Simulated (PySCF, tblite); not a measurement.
Isomers of C5H10ClFO2S, one GFN2-xTB conformer each. Single-point energies are computed at PBE0/pcSseg-1 (PySCF, gas phase, no added dispersion term), electronic only.

```csv
SMILES,GFN2-xTB relative energy (kJ/mol)
CCC[C@@](C)(F)S(=O)(=O)Cl,22.9
CC[C@@H](C)[C@@H](F)S(=O)(=O)Cl,47.5
C[C@@H](F)C(C)(C)S(=O)(=O)Cl,0.0
CC(C)[C@@](C)(F)S(=O)(=O)Cl,14.1
CC(C)C[C@@H](F)S(=O)(=O)Cl,53.0
```

Conformers: `[CH3:1][CH2:2][CH2:3][C@@:4]([CH3:5])([F:6])[S:7](=[O:8])(=[O:9])[Cl:10]` with C1–C2–C3–C4 -174°, C2–C3–C4–C5 -62°, C3–C4–S7–O8 -60°; `[CH3:1][CH2:2][C@@H:3]([CH3:4])[C@@H:5]([F:6])[S:7](=[O:8])(=[O:9])[Cl:10]` with C1–C2–C3–C4 177°, C2–C3–C5–F6 -168°, C3–C5–S7–O8 -45°; `[CH3:1][C@@H:2]([F:3])[C:4]([CH3:5])([CH3:6])[S:7](=[O:8])(=[O:9])[Cl:10]` with C1–C2–C4–C5 -72°, C2–C4–S7–O8 -42°; `[CH3:1][CH:2]([CH3:3])[C@@:4]([CH3:5])([F:6])[S:7](=[O:8])(=[O:9])[Cl:10]` with C1–C2–C4–C5 -66°, C2–C4–S7–O8 87°; `[CH3:1][CH:2]([CH3:3])[CH2:4][C@@H:5]([F:6])[S:7](=[O:8])(=[O:9])[Cl:10]` with C1–C2–C4–C5 -171°, C2–C4–C5–F6 67°, C4–C5–S7–O8 68°.

Task: What does PBE0/pcSseg-1 give for the same structures?

Result: 
```json
{"SMILES": "C[C@@H](F)C(C)(C)S(=O)(=O)Cl", "PBE0/pcSseg-1 E (Eh)": "-1304.31954", "PBE0/pcSseg-1 (kJ/mol)": "0.0", "GFN2-xTB (kJ/mol)": "0.0", "point group": "C1"}
{"SMILES": "CCC[C@@](C)(F)S(=O)(=O)Cl", "PBE0/pcSseg-1 E (Eh)": "-1304.31686", "PBE0/pcSseg-1 (kJ/mol)": "7.0", "GFN2-xTB (kJ/mol)": "22.9", "point group": "C1"}
{"SMILES": "CC(C)[C@@](C)(F)S(=O)(=O)Cl", "PBE0/pcSseg-1 E (Eh)": "-1304.31627", "PBE0/pcSseg-1 (kJ/mol)": "8.6", "GFN2-xTB (kJ/mol)": "14.1", "point group": "C1"}
{"SMILES": "CC(C)C[C@@H](F)S(=O)(=O)Cl", "PBE0/pcSseg-1 E (Eh)": "-1304.30951", "PBE0/pcSseg-1 (kJ/mol)": "26.3", "GFN2-xTB (kJ/mol)": "53.0", "point group": "C1"}
{"SMILES": "CC[C@@H](C)[C@@H](F)S(=O)(=O)Cl", "PBE0/pcSseg-1 E (Eh)": "-1304.30390", "PBE0/pcSseg-1 (kJ/mol)": "41.1", "GFN2-xTB (kJ/mol)": "47.5", "point group": "C1"}
```

Both levels put the same isomer lowest; measured from each level's own lowest isomer, the values differ by up to 26.7 kJ/mol (CC(C)C[C@@H](F)S(=O)(=O)Cl: 53.0 against 26.3). Neighbours under 10 kJ/mol apart (C[C@@H](F)C(C)(C)S(=O)(=O)Cl and CCC[C@@](C)(F)S(=O)(=O)Cl; CCC[C@@](C)(F)S(=O)(=O)Cl and CC(C)[C@@](C)(F)S(=O)(=O)Cl) can change places with a better method, another conformer or zero-point energy.

Task: Which frontier levels, dipoles and rotational constants go with these structures?

Result: 
```tsv
SMILES	HOMO (eV, PBE0/pcSseg-1)	LUMO (eV)	dipole (D)	A, B, C (MHz)
C[C@@H](F)C(C)(C)S(=O)(=O)Cl	-8.84	-1.36	5.05	1415, 892.1, 744.9
CCC[C@@](C)(F)S(=O)(=O)Cl	-9.04	-1.45	4.46	1877, 600.8, 559.4
CC(C)[C@@](C)(F)S(=O)(=O)Cl	-8.98	-1.47	4.33	1630, 797.4, 699.8
CC(C)C[C@@H](F)S(=O)(=O)Cl	-9.16	-1.50	4.15	1958, 515.9, 491.6
CC[C@@H](C)[C@@H](F)S(=O)(=O)Cl	-9.08	-1.55	3.65	1477, 795.5, 678.0
```

Task: What happens when harmonic zero-point energies from GFN2-xTB frequencies are added?

Result: 
```json
{"SMILES": "C[C@@H](F)C(C)(C)S(=O)(=O)Cl", "ZPE (kJ/mol)": "394.4", "electronic (kJ/mol)": "0.0", "with ZPE (kJ/mol)": "0.0"}
{"SMILES": "CCC[C@@](C)(F)S(=O)(=O)Cl", "ZPE (kJ/mol)": "394.7", "electronic (kJ/mol)": "7.0", "with ZPE (kJ/mol)": "7.3"}
{"SMILES": "CC(C)[C@@](C)(F)S(=O)(=O)Cl", "ZPE (kJ/mol)": "394.4", "electronic (kJ/mol)": "8.6", "with ZPE (kJ/mol)": "8.6"}
{"SMILES": "CC(C)C[C@@H](F)S(=O)(=O)Cl", "ZPE (kJ/mol)": "395.9", "electronic (kJ/mol)": "26.3", "with ZPE (kJ/mol)": "27.9"}
{"SMILES": "CC[C@@H](C)[C@@H](F)S(=O)(=O)Cl", "ZPE (kJ/mol)": "398.1", "electronic (kJ/mol)": "41.1", "with ZPE (kJ/mol)": "44.8"}
```

The zero-point energies span 3.7 kJ/mol. The order is unchanged.

Task: As an exercise, what shares would exp(−E/RT) give at 1000 K from these electronic energies alone (no entropy, no degeneracies)?

Result: RT = 8.314 kJ/mol: C[C@@H](F)C(C)(C)S(=O)(=O)Cl 54.5 %, CCC[C@@](C)(F)S(=O)(=O)Cl 23.4 %, CC(C)[C@@](C)(F)S(=O)(=O)Cl 19.4 %, CC(C)C[C@@H](F)S(=O)(=O)Cl 2.3 %, CC[C@@H](C)[C@@H](F)S(=O)(=O)Cl 0.4 %.
